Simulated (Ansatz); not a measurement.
A nudged elastic band was laid between two geometries of AsGeH5S2 (9 atoms, charge 0, multiplicity 1).

These are results of RKS PBE-D4/def2-SVP in Ansatz 0.2.0, not measurements.

```
movable images  : 7
climbing image  : yes
spring          : 5.0 eV/Å²
optimiser       : quadratic models (default)
start path      : IDPP
force threshold : 0.05 eV/Å
iteration limit : 60
end points      : relaxed
```

First end point:

```xyz
9
Properties=species:S:1:pos:R:3
Ge -0.538 1.374 -1.325
S 0.671 1.495 0.583
S 1.511 -0.438 0.523
As -0.144 -1.640 1.569
H -1.536 0.196 -1.189
H -1.288 2.727 -1.457
H 0.417 1.145 -2.523
H 0.336 -2.971 0.944
H 0.658 -1.935 2.859
```

Last end point:

```xyz
9
Properties=species:S:1:pos:R:3
Ge -0.401 1.052 -1.322
S 0.769 1.316 0.594
S 1.823 -0.508 0.550
As 0.530 -2.052 1.639
H -1.242 -0.246 -1.212
H -1.323 2.295 -1.440
H 0.580 0.966 -2.517
H -0.779 -1.740 0.883
H 0.131 -1.129 2.808
```

Question: What changes between the two ends?

Answer: No bond is made or broken. The height of As4 over the plane of its neighbours goes from 0.94 to -0.91 Å.

Question: What energy profile does the band end with?

Answer: The forces met the threshold. The highest image is number 3 of 0 to 8, 36.0 kcal/mol above the first end and 36.2 kcal/mol above the last; the last end lies 0.1 kcal/mol below the first. A vibrational analysis at the climbing image gives one clearly imaginary mode, 816i cm⁻¹: a first-order saddle point.

```tsv
image	path coordinate (Å)	energy (kcal/mol)	height of As4 over the plane of its neighbours (Å)
0	0.00	0.0	0.94
1	0.52	0.1	0.93
2	1.03	9.6	0.63
3	1.54	36.0	0.07
4	1.93	19.4	-0.38
5	2.33	5.3	-0.72
6	2.72	1.3	-0.84
7	3.11	0.0	-0.90
8	3.50	-0.1	-0.91
```

Question: What is the geometry of the highest image?

Answer: 
```xyz
9
Properties=species:S:1:pos:R:3:forces:R:3
Ge -0.521 1.259 -1.351 -0.01 0.00 0.00
S 0.689 1.721 0.485 0.01 -0.02 0.00
S 1.701 -0.241 0.620 -0.01 0.02 0.01
As 0.467 -1.687 1.582 0.00 0.00 0.00
H -1.355 -0.021 -1.068 0.00 0.00 0.00
H -1.456 2.474 -1.588 0.00 0.00 0.00
H 0.407 1.035 -2.573 0.00 0.00 0.00
H -0.376 -2.661 0.811 0.01 0.00 0.00
H 0.531 -1.925 3.064 0.00 0.00 -0.01
```

Question: What are the harmonic wavenumbers there?

Answer: 816i, 35, 104, 123, 174, 318, 334, 392, 440, 504, 535, 548, 788, 832, 847, 884, 2062, 2080, 2090, 2252, 2306 cm⁻¹.

Time of the run: 2.6 min on 2 threads of Arm Neoverse V2, on a shared host, peak memory 0.19 GiB.
